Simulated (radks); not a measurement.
Nb1.7+, configuration [Ne] 3s1.3 3p6 3d10 4s2 4p6 4d4 (fractional occupations, a model configuration).

Method: Dirac Kohn-Sham, PBE, spin-unpolarised, spherical densities, point nucleus; open shells are shared between the two j in proportion to 2j + 1; computed with a radial shooting solver on a logarithmic mesh with Libxc functionals.

Energy parts (hartree):
| part | energy |
|---|---|
| total | -3808.14997 |
| kinetic | 3941.42169 |
| electron-nucleus | -9164.32369 |
| Hartree | 1532.40037 |
| exchange-correlation | -117.64835 |

Orbitals (lengths in bohr, moments of r in powers of bohr; r(max) is where P^2 peaks):
[
 {"orbital": "1s1/2", "occ.": "2", "eigenvalue (hartree)": "-692.2000", "r(max)": "0.02349", "small-component weight": "2.23e-02"},
 {"orbital": "2s1/2", "occ.": "2", "eigenvalue (hartree)": "-97.79597", "r(max)": "0.1333", "small-component weight": "4.56e-03"},
 {"orbital": "2p1/2", "occ.": "2", "eigenvalue (hartree)": "-89.85777", "r(max)": "0.1038", "small-component weight": "4.56e-03"},
 {"orbital": "2p3/2", "occ.": "4", "eigenvalue (hartree)": "-86.33458", "r(max)": "0.1076", "small-component weight": "4.42e-03"},
 {"orbital": "3s1/2", "occ.": "1.3", "eigenvalue (hartree)": "-17.13112", "r(max)": "0.3947", "small-component weight": "1.21e-03"},
 {"orbital": "3p1/2", "occ.": "2", "eigenvalue (hartree)": "-14.14067", "r(max)": "0.3820", "small-component weight": "1.16e-03"},
 {"orbital": "3p3/2", "occ.": "4", "eigenvalue (hartree)": "-13.56219", "r(max)": "0.3911", "small-component weight": "1.12e-03"},
 {"orbital": "3d3/2", "occ.": "4", "eigenvalue (hartree)": "-8.28898", "r(max)": "0.3311", "small-component weight": "1.01e-03"},
 {"orbital": "3d5/2", "occ.": "6", "eigenvalue (hartree)": "-8.18042", "r(max)": "0.3338", "small-component weight": "9.99e-04"},
 {"orbital": "4s1/2", "occ.": "2", "eigenvalue (hartree)": "-2.77675", "r(max)": "1.016", "small-component weight": "2.75e-04"},
 {"orbital": "4p1/2", "occ.": "2", "eigenvalue (hartree)": "-1.92937", "r(max)": "1.084", "small-component weight": "2.30e-04"},
 {"orbital": "4p3/2", "occ.": "4", "eigenvalue (hartree)": "-1.84643", "r(max)": "1.108", "small-component weight": "2.21e-04"},
 {"orbital": "4d3/2", "occ.": "1.6", "eigenvalue (hartree)": "-0.63429", "r(max)": "1.385", "small-component weight": "1.17e-04"},
 {"orbital": "4d5/2", "occ.": "2.4", "eigenvalue (hartree)": "-0.62633", "r(max)": "1.397", "small-component weight": "1.15e-04"}
]

The highest occupied level is 4d5/2 at -17.043 eV. The density falls to 0.001 e/bohr^3 at r = 3.73 bohr.
